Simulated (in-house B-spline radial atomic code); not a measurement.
O2+ is squeezed into an impenetrable sphere of radius R (the orbitals vanish at R). Computed with a B-spline radial code for spherical atoms: Dirac-Kohn-Sham LDA VWN5, spherical fractional occupations, Fermi nucleus of rms radius 2.6991 fm.

Energies in eV above the free ion in [He] 2s2 2p2:

| R (bohr) | highest level (eV) | [He] 2s2 2p2 | [He] 2s1 2p3 |
| --- | --- | --- | --- |
| 7.24 | -43.3 | 0 | 14.72 |
| 5.93 | -43.3 | 8.852e-05 | 14.72 |
| 4.66 | -43.3 | 0.005376 | 14.72 |
| 3.9 | -43.2 | 0.05999 | 14.79 |
| 3.65 | -43.1 | 0.1312 | 14.88 |
| 2.93 | -42.1 | 1.198 | 16.11 |
| 2.65 | -40.9 | 2.783 | 17.83 |
| 2.12 | -34.9 | 13.41 | 28.76 |
| 1.66 | -19.2 | 52.44 | 66.73 |
| 1.42 | -0.624 | 108.9 | 119.8 |

(1) Does [He] 2s1 2p3 fall below [He] 2s2 2p2 under compression?

Results:

(1) No, it stays above over the whole range.
